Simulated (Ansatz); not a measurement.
One change: `OB1[SiH2]C1[SiH3]` becomes `[SiH3]C1B[SiH2]1`.

Ansatz, PBE0-D4/def2-TZVP geometries, multiplicity 1. Each molecule was computed in one conformer, which needn't be the lowest.

| property | `OB1[SiH2]C1[SiH3]` |
| --- | --- |
| zero-point energy (PBE0-D4/def2-TZVP) / kJ/mol | 201.2 |
| HOMO energy (PBE/def2-TZVPP) / eV | -5.52 |
| size of the dipole moment (ωB97M-V/def2-TZVPP) / D | 1.57 |
| HOMO energy (B3LYP/def2-TZVPP) / eV | -6.41 |
| size of the dipole moment (B3LYP/def2-TZVPP) / D | 1.53 |
| ideal-gas entropy at 298 K and 1 bar (rigid rotor, harmonic PBE0-D4/def2-TZVP) / J/(mol·K) | 354 |

Task: What does the change do to each property? (Best estimate.)

Result: Computed: 
| property | `[SiH3]C1B[SiH2]1` | shift |
| --- | --- | --- |
| zero-point energy (PBE0-D4/def2-TZVP) / kJ/mol | 182.8 | -18.4 |
| HOMO energy (PBE/def2-TZVPP) / eV | -5.82 | -0.30 |
| size of the dipole moment (ωB97M-V/def2-TZVPP) / D | 0.54 | -1.03 |
| HOMO energy (B3LYP/def2-TZVPP) / eV | -6.65 | -0.24 |
| size of the dipole moment (B3LYP/def2-TZVPP) / D | 0.55 | -0.98 |
| ideal-gas entropy at 298 K and 1 bar (rigid rotor, harmonic PBE0-D4/def2-TZVP) / J/(mol·K) | 329 | -25 |

With PBE0 the HOMO falls by 0.26 eV and the LUMO falls by 0.88 eV, so the gap narrows by about 0.62 eV. PBE moves the HOMO by -0.30 eV and ωB97M-V by -0.25 eV. The zero-point energy changes by -18.4 kJ/mol with -3 modes. Dipoles are sizes alone; their direction can turn.

B3LYP here is the variant with VWN-RPA as its local correlation; programs differ in this.
